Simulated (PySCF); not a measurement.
PySCF job for Mg(Cl)(SiH3) (ClH3MgSi), SMILES [SiH3][Mg][Cl], TDDFT-M06-2X/def2-SVPD. Coordinates come from a PBE0-D3(BJ)/def2-TZVP optimisation.

```python
import numpy as np
from pyscf import gto, scf, dft, tdscf

mol = gto.M(
    atom='''
    Mg   -0.00000000    0.00000000   -0.17197201
    Cl    0.00000000   -0.00000000   -2.36188496
    Si    0.00000000    0.00000000    2.38415530
    H     1.19734253    0.69128603    2.94584471
    H     0.00000001   -1.38257207    2.94584471
    H    -1.19734253    0.69128602    2.94584471
    ''',
    basis='def2-SVPD',
    charge=0,
    spin=0,
    symmetry=True,
    max_memory=1600,
    verbose=4,
)
mf = dft.RKS(mol, xc='m06-2x').density_fit(auxbasis='def2-universal-jkfit')
mf.grids.level = 4
mf.conv_tol = 1e-9
mf.max_cycle = 100
mf.kernel()
mf.grids = dft.Grids(mol).set(level=2).build(with_non0tab=True)  # coarser grid for the response kernel
td = tdscf.TDDFT(mf)
td.singlet = True
td.nstates = 10
td.conv_tol = 1e-4
td.kernel(x0=td.get_init_guess(mf, 15))
td.analyze()
tt = tdscf.TDA(mf)
tt.singlet = False
tt.nstates = 4
tt.conv_tol = 1e-4
tt.kernel(x0=tt.get_init_guess(mf, 9))
tt.analyze(verbose=3)
```

Output:

```
PySCF version 2.14.0

[INPUT] verbose = 4
[INPUT] num. atoms = 6
[INPUT] num. electrons = 46
[INPUT] charge = 0
[INPUT] spin (= nelec alpha-beta = 2S) = 0
[INPUT] symmetry True subgroup None
[INPUT] Mole.unit = angstrom
[INPUT] Symbol           X                Y                Z      unit          X                Y                Z       unit  Magmom
[INPUT]  1 Mg     0.000000000000   0.000000000000  -0.171972010000 AA    0.000000000000   0.000000000000  -0.324979999991 Bohr   0.0
[INPUT]  2 Cl     0.000000000000   0.000000000000  -2.361884960000 AA    0.000000000000   0.000000000000  -4.463315712129 Bohr   0.0
[INPUT]  3 Si     0.000000000000   0.000000000000   2.384155300000 AA    0.000000000000   0.000000000000   4.505400555430 Bohr   0.0
[INPUT]  4 H      1.197342530000   0.691286030000   2.945844710000 AA    2.262649458994   1.306341270438   5.566839707399 Bohr   0.0
[INPUT]  5 H      0.000000010000  -1.382572070000   2.945844710000 AA    0.000000018897  -2.612682559773   5.566839707399 Bohr   0.0
[INPUT]  6 H     -1.197342530000   0.691286020000   2.945844710000 AA   -2.262649458994   1.306341251541   5.566839707399 Bohr   0.0

nuclear repulsion = 136.674041503187
point group symmetry = C3v, use subgroup Cs
symmetry origin: [ 4.10810024e-10 -8.21620062e-10 -4.51890992e-09]
symmetry axis x: [1.98824743e-10 1.00000000e+00 2.97657624e-10]
symmetry axis y: [ 1.48828965e-10 -2.97657624e-10  1.00000000e+00]
symmetry axis z: [ 1.00000000e+00 -1.98824743e-10 -1.48828965e-10]
num. orbitals of irrep A' = 65
num. orbitals of irrep A" = 31
number of shells = 42
number of NR pGTOs = 156
number of NR cGTOs = 96
basis = def2-SVPD
ecp = {}


[settings echo left out]
init E= -951.132338734578
HOMO (A') = -0.285608748482433  LUMO (A') = -0.0698846181098416  gap/eV = 5.87015
cycle= 1 E= -951.260551365288  delta_E= -0.128  |g|= 0.278  |ddm|= 2.48
HOMO (A') = -0.307234938716199  LUMO (A') = -0.0457280804828302  gap/eV = 7.11596
cycle= 2 E= -951.274775629259  delta_E= -0.0142  |g|= 0.249  |ddm|= 0.902
HOMO (A') = -0.316921416861624  LUMO (A') = -0.0351517613294612  gap/eV = 7.66734
cycle= 3 E= -951.293533753225  delta_E= -0.0188  |g|= 0.0131  |ddm|= 0.396
HOMO (A') = -0.311821754102497  LUMO (A') = -0.031842862592363  gap/eV = 7.61861
cycle= 4 E= -951.293652224685  delta_E= -0.000118  |g|= 0.0049  |ddm|= 0.0681
HOMO (A') = -0.313583770147493  LUMO (A') = -0.0325771688733956  gap/eV = 7.64658
cycle= 5 E= -951.293663802157  delta_E= -1.16e-05  |g|= 0.00104  |ddm|= 0.0148
HOMO (A') = -0.313485005422714  LUMO (A') = -0.0325371514721535  gap/eV = 7.64498
cycle= 6 E= -951.293664368755  delta_E= -5.67e-07  |g|= 0.000171  |ddm|= 0.00324
HOMO (A') = -0.313503679238112  LUMO (A') = -0.032530981447608  gap/eV = 7.64566
cycle= 7 E= -951.293664385524  delta_E= -1.68e-08  |g|= 4.11e-05  |ddm|= 0.000592
HOMO (A') = -0.31350566188957  LUMO (A') = -0.0325342903924266  gap/eV = 7.64562
cycle= 8 E= -951.293664386585  delta_E= -1.06e-09  |g|= 9.99e-06  |ddm|= 0.000134
HOMO (A') = -0.313505721729755  LUMO (A') = -0.0325336127524718  gap/eV = 7.64564
cycle= 9 E= -951.293664386625  delta_E= -3.98e-11  |g|= 2.32e-06  |ddm|= 3.11e-05
HOMO (A') = -0.31350572170924  LUMO (A') = -0.0325337084675028  gap/eV = 7.64564
Extra cycle  E= -951.293664386632  delta_E= -6.82e-12  |g|= 1.15e-06  |ddm|= 9.7e-06
converged SCF energy = -951.293664386632
tot grids = 51320


******** <class 'pyscf.tdscf.rks.TDDFT'> for <class 'pyscf.df.df_jk.DFSymAdaptedRKS'> ********
nstates = 10 singlet
deg_eia_thresh = 1.000e-03
wfnsym = None
conv_tol = 0.0001
eigh lindep = 1e-12
eigh level_shift = 0
eigh max_cycle = 100


Excitation energies (eV)
[5.41346877 5.41352764 5.54099277 6.42206271 6.42206402 6.75806436
 6.80953194 6.80972505 7.06322545 7.21486354]

** Singlet excitation energies and oscillator strengths **
Excited State   1:   A'      5.41347 eV    229.03 nm  f=0.0971
      23 -> 25        0.69107
Excited State   2:   A"      5.41353 eV    229.03 nm  f=0.0971
      23 -> 26       -0.69108
Excited State   3:   A'      5.54099 eV    223.76 nm  f=0.5660
      23 -> 24        0.69684
Excited State   4:   A"      6.42206 eV    193.06 nm  f=0.0556
      22 -> 24       -0.68297
      22 -> 30        0.10057
Excited State   5:   A'      6.42206 eV    193.06 nm  f=0.0556
      21 -> 24       -0.68297
      21 -> 30        0.10057
Excited State   6:   A"      6.75806 eV    183.46 nm  f=0.0000
      21 -> 26        0.48480
      22 -> 25       -0.48482
Excited State   7:   A'      6.80953 eV    182.07 nm  f=0.0000
      21 -> 25       -0.48557
      22 -> 26        0.48557
Excited State   8:   A"      6.80973 eV    182.07 nm  f=0.0000
      21 -> 26        0.48560
      22 -> 25        0.48557
Excited State   9:   A'      7.06323 eV    175.53 nm  f=0.0023
      18 -> 24        0.18742
      21 -> 25       -0.26161
      22 -> 26       -0.26155
      23 -> 27        0.48604
      23 -> 30        0.25573
Excited State  10:   A'      7.21486 eV    171.85 nm  f=0.1587
      18 -> 24       -0.19668
      21 -> 25        0.36379
      22 -> 26        0.36384
      23 -> 27        0.36912
      23 -> 30        0.16470

** Transition electric dipole moments (AU) **
state          X           Y           Z        Dip. S.      Osc.
  1        -0.0000      0.8557     -0.0011      0.7322      0.0971
  2        -0.8557     -0.0000      0.0000      0.7323      0.0971
  3         0.0000     -0.0003     -2.0419      4.1696      0.5660
  4        -0.5944      0.0000      0.0000      0.3533      0.0556
  5         0.0000     -0.5944     -0.0000      0.3534      0.0556
  6         0.0000      0.0000      0.0000      0.0000      0.0000
  7        -0.0000     -0.0007     -0.0000      0.0000      0.0000
  8        -0.0007     -0.0000      0.0000      0.0000      0.0000
  9        -0.0000     -0.0000      0.1165      0.0136      0.0023
 10        -0.0000     -0.0002      0.9475      0.8978      0.1587

** Transition velocity dipole moments (imaginary part, AU) **
state          X           Y           Z        Dip. S.      Osc.
  1         0.0000      0.1854     -0.0002      0.0344      0.1152
  2        -0.1854      0.0000     -0.0000      0.0344      0.1152
  3         0.0000     -0.0001     -0.4477      0.2004      0.6561
  4        -0.1450      0.0000     -0.0000      0.0210      0.0594
  5         0.0000     -0.1450     -0.0000      0.0210      0.0594
  6         0.0000     -0.0000      0.0000      0.0000      0.0000
  7        -0.0000     -0.0003     -0.0000      0.0000      0.0000
  8        -0.0004      0.0000      0.0000      0.0000      0.0000
  9        -0.0000     -0.0000      0.0303      0.0009      0.0024
 10         0.0000     -0.0001      0.2626      0.0689      0.1733

** Transition magnetic dipole moments (imaginary part, AU) **
state          X           Y           Z
  1         0.6886      0.0000      0.0000
  2         0.0000      0.6886     -0.0002
  3        -0.0004      0.0000      0.0000
  4         0.0000     -0.5301     -0.0000
  5         0.5301     -0.0000     -0.0000
  6        -0.0000     -0.0000     -0.0175
  7         0.0075      0.0000      0.0000
  8        -0.0000     -0.0076      0.0000
  9         0.0010      0.0000      0.0000
 10         0.0018     -0.0000     -0.0000


******** <class 'pyscf.tdscf.rks.TDA'> for <class 'pyscf.df.df_jk.DFSymAdaptedRKS'> ********
nstates = 4 triplet
deg_eia_thresh = 1.000e-03
wfnsym = None
conv_tol = 0.0001
eigh lindep = 1e-12
eigh level_shift = 0
eigh max_cycle = 100


Excitation energies (eV)
[4.19968339 4.48757428 4.48773421 6.12624009]

** Triplet excitation energies and oscillator strengths **
Excited State   1:   A'      4.19968 eV    295.22 nm  f=0.0000
Excited State   2:   A"      4.48757 eV    276.28 nm  f=0.0000
Excited State   3:   A'      4.48773 eV    276.27 nm  f=0.0000
Excited State   4:   A"      6.12624 eV    202.38 nm  f=0.0000
```

Self-consistency was reached.
